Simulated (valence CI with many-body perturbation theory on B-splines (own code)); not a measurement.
# Au⁴⁵⁺: E2, M1, M2 decay

Level of theory: valence CI with perturbative core correlation (CI+MBPT): six valence electrons over a frozen Dirac-Fock core [Ar] 3d10, radial functions for each j: 9 s, 9 p, 8 d, 6 f, 3 g, 1 h, with the one-electron correlation potential Σ1, the two-electron term Σ2, the three-electron term Σ3, Breit, model QED; selected CI, second order for the rest, scaled by the run's own slope (own B-spline code, finite nucleus).

The last digits are not significant, and no measured levels were compared; by estimate large intervals hold to a few tenths of a per cent, small ones and those within an open d or f shell to about a per cent. Among the levels kept, up to 660 cm⁻¹ of a level comes from second order outside the variational space, and about a tenth of that is noise between levels of different J, which matters for small intervals.

Lines 1 to 27 of 27 in falling wavelength, among levels below 2960900 cm⁻¹, chosen from the decays that carry over 1 % of a level's rate. Wavelengths and rates use the calculated energies. Electric multipoles are in the length gauge with retardation, E1 and E2 with the static RPA response of the core. M1 uses the relativistic operator with retardation. S is in atomic units (e²a₀⁴ for E2 and M2, e²a₀⁶ for E3), for M1 in squared Bohr magnetons. Weak lines are less certain than strong ones. Lines between different terms over intervals too small for the method are left out, as are lines whose strength nearly cancels.

Levels are named by their leading jj configuration (3d3/2^4 stands for four electrons in 3d with j = 3/2), which in mixed levels can hold well under half, so a name can repeat and another be missing. Letters in brackets count levels of one name in rising energy.

```tsv
λ vac (nm)	Upper	Lower	Type	A (s⁻¹)	S (a.u.)
127.2	(4s^2 4p1/2^2 4p3/2^2) J=0	(4s^2 4p1/2^2 4p3/2^2) J=2	E2	6.56e+00	1.95e-02
47.94	(4s^2 4p1/2^2 4p3/2 4d5/2) J=4	(4s^2 4p1/2^2 4p3/2 4d3/2) J=3	M1	1.09e+05	4.01e+00
44.02	(4s^2 4p1/2 4p3/2^2 4d5/2) J=5	(4s^2 4p1/2 4p3/2^2 4d3/2) J=4	M1	1.28e+05	4.44e+00
40.09	(4s^2 4p1/2 4p3/2^2 4d5/2) J=4 [b]	(4s^2 4p1/2 4p3/2^2 4d3/2) J=3 [a]	M1	8.92e+04	1.92e+00
13.73	(4s^2 4p1/2 4p3/2^2 4d3/2) J=4	(4s^2 4p1/2^2 4p3/2 4d5/2) J=3	M1	6.59e+04	5.70e-02
11.24	(4s^2 4p1/2 4p3/2^2 4d5/2) J=4 [a]	(4s^2 4p1/2^2 4p3/2 4d5/2) J=3	M1	5.37e+06	2.54e+00
10.63	(4s^2 4p1/2 4p3/2^2 4d5/2) J=4 [b]	(4s^2 4p1/2^2 4p3/2 4d5/2) J=3	M1	1.46e+06	5.84e-01
10.47	(4s^2 4p1/2 4p3/2^2 4d5/2) J=5	(4s^2 4p1/2^2 4p3/2 4d5/2) J=3	E2	1.79e+05	2.21e-02
10.17	(4s^2 4p1/2 4p3/2^3) J=1	(4s^2 4p1/2^2 4p3/2^2) J=0	M1	6.08e+06	7.11e-01
9.885	(4s^2 4p1/2 4p3/2^2 4d5/2) J=4 [a]	(4s^2 4p1/2^2 4p3/2 4d5/2) J=4	M1	1.35e+07	4.35e+00
9.776	(4s^2 4p1/2 4p3/2^3) J=2	(4s^2 4p1/2^2 4p3/2^2) J=0	E2	2.17e+05	8.67e-03
9.575	(4s^2 4p1/2 4p3/2^2 4d5/2) J=4 [b]	(4s^2 4p1/2^2 4p3/2 4d5/2) J=2	E2	3.48e+05	2.25e-02
9.446	(4s^2 4p1/2 4p3/2^2 4d3/2) J=4	(4s^2 4p1/2^2 4p3/2 4d3/2) J=3	M1	3.26e+06	9.17e-01
9.446	(4s^2 4p1/2 4p3/2^2 4d3/2) J=4	(4s^2 4p1/2^2 4p3/2 4d3/2) J=3	E2	6.04e+05	3.65e-02
9.415	(4s^2 4p1/2 4p3/2^3) J=1	(4s^2 4p1/2^2 4p3/2^2) J=2	M1	1.81e+07	1.68e+00
9.415	(4s^2 4p1/2 4p3/2^3) J=1	(4s^2 4p1/2^2 4p3/2^2) J=2	E2	6.74e+05	1.34e-02
9.410	(4s^2 4p1/2 4p3/2^2 4d5/2) J=4 [b]	(4s^2 4p1/2^2 4p3/2 4d5/2) J=4	M1	2.22e+06	6.16e-01
9.410	(4s^2 4p1/2 4p3/2^2 4d5/2) J=4 [b]	(4s^2 4p1/2^2 4p3/2 4d5/2) J=4	E2	4.06e+05	2.41e-02
9.283	(4s^2 4p1/2 4p3/2^2 4d5/2) J=5	(4s^2 4p1/2^2 4p3/2 4d5/2) J=4	M1	3.52e+06	1.15e+00
9.283	(4s^2 4p1/2 4p3/2^2 4d5/2) J=5	(4s^2 4p1/2^2 4p3/2 4d5/2) J=4	E2	5.90e+05	3.99e-02
9.146	(4s^2 4p3/2^4) J=0	(4s^2 4p1/2 4p3/2^3) J=2	E2	3.17e+06	1.81e-02
9.144	(4s^2 4p1/2 4p3/2^2 4d3/2) J=4	(4s^2 4p1/2^2 4p3/2 4d3/2) J=2	E2	2.86e+05	1.47e-02
9.078	(4s^2 4p1/2 4p3/2^3) J=2	(4s^2 4p1/2^2 4p3/2^2) J=2	M1	1.12e+07	1.56e+00
9.078	(4s^2 4p1/2 4p3/2^3) J=2	(4s^2 4p1/2^2 4p3/2^2) J=2	E2	1.05e+06	2.90e-02
8.828	(4s^2 4p3/2^4) J=0	(4s^2 4p1/2 4p3/2^3) J=1	M1	4.84e+07	1.23e+00
8.195	(4s^2 4p1/2 4p3/2^2 4d5/2) J=4 [a]	(4s^2 4p1/2^2 4p3/2 4d3/2) J=3	M1	2.44e+05	4.49e-02
6.152	(4s^2 4p1/2^2 4p3/2 4d5/2) J=4	(4s^2 4p1/2^2 4p3/2^2) J=2	M2	1.14e+04	8.09e-05
```
